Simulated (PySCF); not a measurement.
Two species compared at the same levels of theory.

First species: C5H10F2O2.
InChI=1S/C5H10F2O2/c1-8-5(9-2)3-4(6)7/h4-5H,3H2,1-2H3

Second species: C6H13FOSi.
InChI=1S/C6H13FOSi/c1-4-8-6(7)9-5(2)3/h6H,2,4,9H2,1,3H3/t6-/m1/s1

Levels: PBE0/pcSseg-1 for dipole moment, HOMO energy, LUMO energy and HOMO–LUMO gap; GFN2-xTB for rotational constant A and rotational constant C. Geometries: GFN2-xTB. All species are isolated and taken at one optimised geometry, non-relativistic unless stated; the electronic structure was computed with PySCF and density fitting.

The conformers computed, where there is a choice (atom-mapped SMILES and torsion angles):
- `[CH3:1][O:2][CH:3]([CH2:4][CH:5]([F:6])[F:7])[O:8][CH3:9]`: C1–O2–C3–C4 85°, O2–C3–C4–C5 -178°, C3–C4–C5–F6 -178°, O2–C3–O8–C9 65°
- `[CH2:1]=[C:2]([CH3:3])[SiH2:4][C@H:5]([F:6])[O:7][CH2:8][CH3:9]`: C1–C2–Si4–C5 120°, C2–Si4–C5–F6 -171°, Si4–C5–O7–C8 -176°, C5–O7–C8–C9 175°

(1) Which has the higher LUMO energy?

(2) Which has the higher dipole moment?

(3) Which of the two has the higher HOMO–LUMO gap, and by how much?

(4) Which has the higher rotational constant A?

(5) Which of the two has the higher HOMO energy, and by how much?

(6) Which of the two has the higher rotational constant C, and by how much?

Answers

(1) The first: 1.37 eV against -0.19 eV, a difference of 1.56 eV.

(2) The first: 2.65 D against 2.07 D, a difference of 0.58 D.

(3) The first: 9.16 eV against 7.34 eV, a difference of 1.82 eV.

(4) The first: 2.235 GHz against 1.846 GHz, a difference of 0.389 GHz.

(5) The second: -7.53 eV against -7.79 eV, a difference of 0.26 eV.

(6) The first: 0.778 GHz against 0.608 GHz, a difference of 0.170 GHz.

On the first: In atomic units the dipole is 1.04 e·bohr (1 au = 2.5417 D).

On the second: In atomic units the dipole is 0.81 e·bohr (1 au = 2.5417 D).
